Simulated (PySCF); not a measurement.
PySCF job for Cd(SeH)(SiH3) (CdH4SeSi), SMILES [SeH][Cd][SiH3], TDA-PBE0/def2-SVPD. Geometry: B3LYP-D3(BJ)/def2-SVP. The def2 effective core potentials stand for the cores of Cd; spin–orbit coupling is left out. The values are those of a single conformer.

```python
import numpy as np
from pyscf import gto, scf, dft, tdscf

mol = gto.M(
    atom='''
    Cd   -0.20569300   -0.27844316    0.26077521
    Se    0.91927629    1.36707536   -1.26049296
    H     2.21242002    0.66945886   -1.09758889
    Si   -1.34597196   -1.92581317    1.79182911
    H    -2.17175149   -2.89974369    1.01611491
    H    -2.24346296   -1.22485137    2.75916061
    H    -0.33572761   -2.69877008    2.57625624
    ''',
    basis='def2-SVPD',
    ecp={'Cd': 'def2-svp'},
    charge=0,
    spin=0,
    max_memory=1600,
    verbose=4,
)
mf = dft.RKS(mol, xc='pbe0').density_fit(auxbasis='def2-universal-jkfit')
mf.grids.level = 3
mf.conv_tol = 1e-9
mf.max_cycle = 100
mf.kernel()
mf.grids = dft.Grids(mol).set(level=1).build(with_non0tab=True)  # coarser grid for the response kernel
td = tdscf.TDA(mf)
td.singlet = True
td.nstates = 10
td.conv_tol = 1e-4
td.positive_eig_threshold = 1e-6
td.kernel(x0=td.get_init_guess(mf, 15))
td.analyze()
tt = tdscf.TDA(mf)
tt.singlet = False
tt.nstates = 4
tt.conv_tol = 1e-4
tt.positive_eig_threshold = 1e-6
tt.kernel(x0=tt.get_init_guess(mf, 9))
tt.analyze(verbose=3)
```

It prints:

```
PySCF version 2.14.0

[INPUT] verbose = 4
[INPUT] num. atoms = 7
[INPUT] num. electrons = 72
[INPUT] charge = 0
[INPUT] spin (= nelec alpha-beta = 2S) = 0
[INPUT] symmetry False subgroup None
[INPUT] Mole.unit = angstrom
[INPUT] Symbol           X                Y                Z      unit          X                Y                Z       unit  Magmom
[INPUT]  1 Cd    -0.205693000000  -0.278443160000   0.260775210000 AA   -0.388703435740  -0.526181313658   0.492793726976 Bohr   0.0
[INPUT]  2 Se     0.919276290000   1.367075360000  -1.260492960000 AA    1.737180420906   2.583398022041  -2.381986476342 Bohr   0.0
[INPUT]  3 H      2.212420020000   0.669458860000  -1.097588890000 AA    4.180867910305   1.265093897064  -2.074142399465 Bohr   0.0
[INPUT]  4 Si    -1.345971960000  -1.925813170000   1.791829110000 AA   -2.543518375744  -3.639259458380   3.386066279923 Bohr   0.0
[INPUT]  5 H     -2.171751490000  -2.899743690000   1.016114910000 AA   -4.104015526716  -5.479721405536   1.920178890987 Bohr   0.0
[INPUT]  6 H     -2.243462960000  -1.224851370000   2.759160610000 AA   -4.239530565006  -2.314633632598   5.214057886588 Bohr   0.0
[INPUT]  7 H     -0.335727610000  -2.698770080000   2.576256240000 AA   -0.634433235355  -5.099936324371   4.868418720302 Bohr   0.0

nuclear repulsion = 304.207818155502
number of shells = 53
number of NR pGTOs = 225
number of NR cGTOs = 131
basis = def2-SVPD
ecp = {'Cd': 'def2-svp'}


[settings echo left out]
init E= -2845.27702805406
  HOMO = -0.606294880476003  LUMO = -0.532101032484996  gap/eV = 2.01892
cycle= 1 E= -2858.80179997286  delta_E= -13.5  |g|= 2.34  |ddm|= 6.53

WARN: HOMO 0.0572279548809119 == LUMO 0.0578261624305569

cycle= 2 E= -2822.55136223342  delta_E= 36.3  |g|= 6.33  |ddm|=  109
  HOMO = -0.35558159962227  LUMO = -0.235379415795108  gap/eV = 3.27087
cycle= 3 E= -2859.75531876349  delta_E= -37.2  |g|= 1.46  |ddm|=  109
  HOMO = -0.292485447923793  LUMO = -0.0686461807640844  gap/eV = 6.09098
cycle= 4 E= -2860.37762558501  delta_E= -0.622  |g|= 0.383  |ddm|= 2.83
  HOMO = -0.225276310230433  LUMO = -0.0600822319901323  gap/eV = 4.49516
cycle= 5 E= -2860.39808744681  delta_E= -0.0205  |g|= 0.209  |ddm|= 0.636
  HOMO = -0.255659761920891  LUMO = -0.0512097874670177  gap/eV = 5.56337
cycle= 6 E= -2860.41167924521  delta_E= -0.0136  |g|= 0.0948  |ddm|= 0.367
  HOMO = -0.245295610852195  LUMO = -0.0478502932978961  gap/eV = 5.37276
cycle= 7 E= -2860.41336840851  delta_E= -0.00169  |g|= 0.0177  |ddm|= 0.123
  HOMO = -0.246638229482281  LUMO = -0.0454990195567272  gap/eV = 5.47328
cycle= 8 E= -2860.41345577215  delta_E= -8.74e-05  |g|= 0.00558  |ddm|= 0.0378
  HOMO = -0.245750792144427  LUMO = -0.0453383637127131  gap/eV = 5.45350
cycle= 9 E= -2860.41346402611  delta_E= -8.25e-06  |g|= 0.00104  |ddm|= 0.00823
  HOMO = -0.245743880185081  LUMO = -0.0454119013362793  gap/eV = 5.45131
cycle= 10 E= -2860.41346435492  delta_E= -3.29e-07  |g|= 0.000257  |ddm|= 0.00159
  HOMO = -0.245765654641669  LUMO = -0.0454336186249478  gap/eV = 5.45131
cycle= 11 E= -2860.41346437169  delta_E= -1.68e-08  |g|= 4.11e-05  |ddm|= 0.000316
  HOMO = -0.245767341538123  LUMO = -0.0454368575857578  gap/eV = 5.45127
cycle= 12 E= -2860.41346437227  delta_E= -5.73e-10  |g|= 1.2e-05  |ddm|= 8.4e-05
  HOMO = -0.24576768422388  LUMO = -0.0454352154038221  gap/eV = 5.45132
Extra cycle  E= -2860.41346437228  delta_E= -1.73e-11  |g|= 1.17e-05  |ddm|= 4.04e-05
converged SCF energy = -2860.41346437228
tot grids = 31840
Overwritten attributes  positive_eig_threshold  of <class 'pyscf.tdscf.rks.TDA'>


******** <class 'pyscf.tdscf.rks.TDA'> for <class 'pyscf.df.df_jk.DFRKS'> ********
nstates = 10 singlet
deg_eia_thresh = 1.000e-03
wfnsym = None
conv_tol = 0.0001
eigh lindep = 1e-12
eigh level_shift = 0
eigh max_cycle = 100


Excitation energies (eV)
[4.30174547 4.46610871 4.78584506 5.01639216 5.2708564  5.55629384
 6.05476295 6.63599788 6.66149388 6.97369281]

** Singlet excitation energies and oscillator strengths **
Excited State   1:      4.30175 eV    288.22 nm  f=0.0014
      36 -> 37        0.69874
Excited State   2:      4.46611 eV    277.61 nm  f=0.0264
      36 -> 38        0.69723
Excited State   3:      4.78585 eV    259.06 nm  f=0.0018
      35 -> 37       -0.13033
      35 -> 38        0.20652
      36 -> 39       -0.65507
Excited State   4:      5.01639 eV    247.16 nm  f=0.0117
      35 -> 37       -0.68345
      35 -> 38       -0.12482
Excited State   5:      5.27086 eV    235.23 nm  f=0.0110
      35 -> 39        0.69659
Excited State   6:      5.55629 eV    223.14 nm  f=0.0160
      36 -> 40       -0.69145
Excited State   7:      6.05476 eV    204.77 nm  f=1.1542
      35 -> 38       -0.58654
      35 -> 40        0.25341
      35 -> 41       -0.10429
      36 -> 39       -0.17985
Excited State   8:      6.63600 eV    186.84 nm  f=0.0028
      36 -> 41       -0.67399
      36 -> 44       -0.16185
Excited State   9:      6.66149 eV    186.12 nm  f=0.3325
      34 -> 38       -0.13065
      35 -> 38       -0.18836
      35 -> 40       -0.62532
Excited State  10:      6.97369 eV    177.79 nm  f=0.0883
      34 -> 37        0.57622
      34 -> 38        0.31684
      35 -> 41        0.17837

** Transition electric dipole moments (AU) **
state          X           Y           Z        Dip. S.      Osc.
  1         0.0250      0.0681      0.0916      0.0137      0.0014
  2        -0.1051     -0.2850     -0.3865      0.2417      0.0264
  3         0.0540      0.0819     -0.0753      0.0153      0.0018
  4        -0.2801      0.1280     -0.0176      0.0951      0.0117
  5         0.0626      0.1681      0.2298      0.0850      0.0110
  6        -0.0761     -0.2049     -0.2641      0.1175      0.0160
  7         1.3055      1.7962     -1.6883      7.7809      1.1542
  8        -0.0038     -0.0444     -0.1228      0.0171      0.0028
  9         0.7712      0.8566     -0.8419      2.0373      0.3325
 10         0.5547     -0.4275      0.1623      0.5168      0.0883

WARN: ECP detected. Skipping calculation of transition velocity and magnetic dipole moments, which have not yet been implemented.



******** <class 'pyscf.tdscf.rks.TDA'> for <class 'pyscf.df.df_jk.DFRKS'> ********
nstates = 4 triplet
deg_eia_thresh = 1.000e-03
wfnsym = None
conv_tol = 0.0001
eigh lindep = 1e-12
eigh level_shift = 0
eigh max_cycle = 100


Excitation energies (eV)
[4.11539747 4.22011422 4.34915604 4.48949073]

** Triplet excitation energies and oscillator strengths **
Excited State   1:      4.11540 eV    301.27 nm  f=0.0000
Excited State   2:      4.22011 eV    293.79 nm  f=0.0000
Excited State   3:      4.34916 eV    285.08 nm  f=0.0000
Excited State   4:      4.48949 eV    276.17 nm  f=0.0000
```

The run converged.
